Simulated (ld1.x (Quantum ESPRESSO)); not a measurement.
An all-electron radial function and its pseudo partner (platinum)

Columns: radius, all-electron u(r) and pseudo u(r) of the 6s shell (level -5.58 eV) of platinum in the configuration [Kr] 4d10 4f14 5s2 5p6 5d9.5 6s0.5 6p0; LDA (PZ), scalar-relativistic, TM scheme, ld1.x (Quantum ESPRESSO) 7.5.

```csv
r (bohr),all-electron,pseudo
0.100,0.0707,-0.0143
0.200,0.0244,-0.0288
0.300,-0.1807,-0.0437
0.400,-0.1306,-0.0593
0.500,0.0460,-0.0757
0.600,0.2041,-0.0932
0.700,0.2872,-0.1124
0.800,0.2934,-0.1335
0.900,0.2415,-0.1572
1.000,0.1534,-0.1843
1.100,0.0475,-0.2153
1.200,-0.0629,-0.2512
1.300,-0.1693,-0.2923
1.400,-0.2667,-0.3384
1.500,-0.3526,-0.3886
1.600,-0.4261,-0.4407
1.700,-0.4874,-0.4916
1.800,-0.5370,-0.5377
1.900,-0.5762,-0.5762
2.000,-0.6059,-0.6059
2.100,-0.6272,-0.6272
2.200,-0.6412,-0.6412
2.300,-0.6491,-0.6491
2.400,-0.6515,-0.6515
2.500,-0.6496,-0.6496
2.600,-0.6438,-0.6438
```

Problem. How many radial nodes do the two functions have?

Solution. The all-electron 6s function has n − l − 1 = 5 (the table is too coarse to show those close to the nucleus); the pseudo-wave has 0, since the states of the same l below it are removed with the core.

Problem. At about which radius was the pseudo-wave matched?

Solution. 2.00 bohr, where the columns begin to agree (steps of 0.10 bohr).

Problem. Where does each function peak?

Solution. Outermost all-electron maximum near 2.40 bohr, pseudo maximum near 2.40 bohr (to the table’s step).

Problem. Is the pseudo-wave norm-conserving?

Solution. Yes: the TM scheme keeps the norm inside the radius equal to the all-electron one, which fixes the energy derivative of the logarithmic derivative at the level.
